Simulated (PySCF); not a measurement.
**Two-dimensional NMR puzzle**

Compound of formula C$_{9}$H$_{12}$Si. Correlations simulated from computed shifts and the bond graph:

HSQC (one-bond C–H):
| δH | δC |
| --- | --- |
| 7.45 | 134.3 |
| 7.45 | 131.9 |
| 7.30 | 131.4 |
| 3.58 | 44.4 |
| 1.94 | 18.6 |
| 1.24 | 18.6 |

COSY cross peaks (H two or three bonds apart, from the bond graph; peaks can be absent where the dihedral angle is near 90°):
| δH | δH |
| --- | --- |
| 7.45 | 7.45 |
| 7.45 | 7.30 |
| 5.21 | 5.03 |
| 5.21 | 1.94 |
| 5.21 | 1.24 |
| 5.03 | 1.94 |
| 5.03 | 1.24 |
| 3.58 | 1.94 |
| 3.58 | 1.24 |
| 1.94 | 1.24 |

HMBC (two and three bonds, from the bond graph):
| δH | δC |
| --- | --- |
| 7.45 | 158.5, 134.3, 131.9, 131.4 |
| 7.45 | 158.5, 134.3, 131.9, 131.4, 44.4 |
| 7.30 | 134.3, 131.9 |
| 5.21 | 44.4, 18.6 |
| 5.03 | 44.4, 18.6 |
| 3.58 | 158.5, 131.9, 18.6 |
| 1.94 | 158.5, 44.4, 18.6 |
| 1.24 | 158.5, 44.4, 18.6 |

Carbons without hydrogens: δ 158.5.

[PySCF 2.14: NMR shieldings at PBE0/pcSseg-1/GIAO; geometry: PBE0-D3(BJ)/def2-SVP; one conformer; in vacuum; non-relativistic Hamiltonian; equivalent nuclei averaged]

Shifts are taken against calculated references (same method and geometry level): $^{1}$H (σref 31.27) and $^{13}$C (σref 184.41) vs TMS.

Exchangeable hydrogens are left out of these lists.

Which molecule is this?

Answers

`C1=CC(C2C[SiH2]C2)=CC=C1`.

Atoms are numbered as in `[cH:1]1[cH:2][cH:3][c:4]([CH:5]2[CH2:6][SiH2:7][CH2:8]2)[cH:9][cH:10]1`. Each H is labelled by its parent atom. Ha(C6), Ha(Si7), Ha(C8) are cis to C4 on the ring; Hb(C6), Hb(Si7), Hb(C8) are trans to C4 on the ring.

δC 158.5 is C4, a substituted aromatic carbon. δC 134.3 is C2/C10, an aromatic CH (δH 7.45). δC 131.9 is C3/C9, an aromatic CH (δH 7.45). δC 131.4 is C1, an aromatic CH (δH 7.30). δC 44.4 is C5, an sp3 CH on an aromatic ring (δH 3.58). δC 18.6 is C6/C8, an sp3 CH2 bonded to Si (δH 1.94, 1.24). HMBC from δH 7.45 reaches the proton-free carbon C4. HMBC from δH 7.45 reaches the proton-free carbon C4. HMBC from δH 3.58 reaches the proton-free carbon C4. HMBC from δH 1.94 reaches the proton-free carbon C4. COSY links 7.45–7.45, 7.45–7.30, 5.21–5.03, 5.21–1.94, 5.21–1.24, 5.03–1.94.

This is the structure that produced the data.

Shifts are as computed. Against solution values, carbons near 30 ppm lie about +2 ppm off and those near 130 ppm about +5 ppm. Of 1313 compounds with measured shifts, 239 miss one by over three times the rms of a fit or turn the order of signals round; such compounds aren't used in these exercises.
